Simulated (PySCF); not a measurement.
B3LYP has the VWN-RPA correlation part, as in Gaussian. Delta-SCF ions had no search for a lower state. Excitations are Tamm–Dancoff values on a coarser integration grid. The basis has no diffuse functions, so Rydberg states are missing or too high.

Cartesian coordinates (Å):
```xyz
9

C      2.1742    -0.1110     0.3352
C      1.0699     0.2589     0.0312
N     -0.1570     0.6324    -0.3486
C     -1.2509    -0.3016    -0.1448
H      3.1553    -0.4275     0.5926
H     -0.3809     1.5928    -0.1365
H     -2.1521     0.1042    -0.6058
H     -1.4493    -0.5046     0.9143
H     -1.0092    -1.2436    -0.6375
```
Charge 0, multiplicity 1.

Question: Give the S1 excitation (TDA), S1 oscillator strength, dipole moment, S1–T1 gap (TDA), vertical ionisation energy (Delta-SCF), HOMO–LUMO gap, total energy and LUMO at the level B3LYP-D3(BJ)/def2-TZVP // PBE0-D4/def2-TZVP (PySCF 2.14.0).

Answer: 
- S1 excitation (TDA): 5.25 eV
- S1 oscillator strength: 0.001
- dipole moment: 0.386 e·Å
- S1–T1 gap (TDA): 0.29 eV
- vertical ionisation energy (Delta-SCF): 8.49 eV
- HOMO–LUMO gap: 6.51 eV
- total energy: -4682.35 eV
- LUMO: 0.50 eV
